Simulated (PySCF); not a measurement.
In+ (indium, charge +1) across methods

[Kr] 4d9 5s2 6s1, high-spin 3D determinant (an excited configuration). Computed with PySCF 2.14 in aug-cc-pV5Z-PP with ECP28MDF (8s8p6d4f3g2h, 139 functions), with scalar relativity through the core potential.

```
 method  E (hartree)  mean ε 5s α (eV)  mean ε 5s β (eV)  mean ε 6s α (eV)  Σ⟨r²⟩ (bohr²)   ⟨S²⟩
r2SCANh    -189.0127           -21.018           -20.833            -6.252          68.35  2.001
    UHF   -188.10242           -23.480           -22.835            -7.108          72.70  2.001
 revPBE    -189.0360           -20.423           -20.054            -6.169          68.21  2.000
    PBE    -188.9790           -20.566           -20.170            -6.155          68.06  2.000
    LDA    -188.6424           -20.984           -20.611            -6.111          67.59  2.000
 r2SCAN    -189.0269           -20.630           -20.486            -6.120          68.19  2.001
   PBE0    -188.9690           -21.502           -21.062            -6.498          68.69  2.000
```

Q: Estimate the same row for BP86.

A: E (hartree) = -189.0866; mean ε 5s α (eV) = -20.751; mean ε 5s β (eV) = -20.402; mean ε 6s α (eV) = -6.205; Σ⟨r²⟩ (bohr²) = 67.49; ⟨S²⟩ = 2.000.

Energies and moments cover only the electrons outside the core potential. The outer electron is Rydberg-like, and this basis confines it to a smaller radius and binds it less than a complete one would.
